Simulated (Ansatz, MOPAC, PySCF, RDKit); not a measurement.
Dimer: H2S (SMILES S) (first 3 atoms) with H4OSi (SMILES O[SiH3]); geometry from B3LYP-D3(BJ)/def2-TZVP, rigid monomers moved along the line of their centres of mass till H2···O4 is 2.56 Å.
(charge 0, multiplicity 1):
```xyz
9

S      0.45933    -0.12803    -0.02943
H      0.27056     0.59534     1.08954
H     -0.85837    -0.21638    -0.26959
O     -0.13132     0.99960     3.58384
Si    -0.41377    -0.48282     4.27759
H      0.42700     1.62355     4.05433
H      0.82217    -1.29724     4.33877
H     -1.41760    -1.13816     3.41992
H     -0.93936    -0.32218     5.65541
```

Monomers are frozen at their geometry in the pair; levels with a basis set take the counterpoise correction. Rows marked so take none.

Frozen-core correlation. Rows in 3-21G, 6-31G* carry no dispersion term and start afresh at each structure (6-31G* with six Cartesian d functions). MP2/6-31G* freezes PySCF's default core. The state that PM7 reach isn't checked; PM7 holds dispersion and hydrogen-bond terms.

Run with Ansatz (a first-principles code) with Gaussian orbitals; MOPAC for PM7 (differences of heats of formation); PySCF for 3-21G rows, 6-31G* rows, the dispersion terms; RDKit for the force fields. Each number belongs to the level named beside it.

```csv
level,interaction energy (kcal/mol)
MMFF94,-1.81
PM7,-2.23
HF/6-31G* (no counterpoise),-1.62
B3LYP/3-21G (no counterpoise),-4.24
B3LYP-D4/def2-TZVPPD,-2.35
wB97X-V/def2-TZVPPD,-2.20
wB97M-V/def2-TZVPPD,-2.10
MP2/6-31G* (no counterpoise),-2.76
SCS-MP2/aug-cc-pV(D+d)Z,[?]
```

Q: Complete the blanks.

A: 
- SCS-MP2/aug-cc-pV(D+d)Z, interaction energy (kcal/mol): -1.69
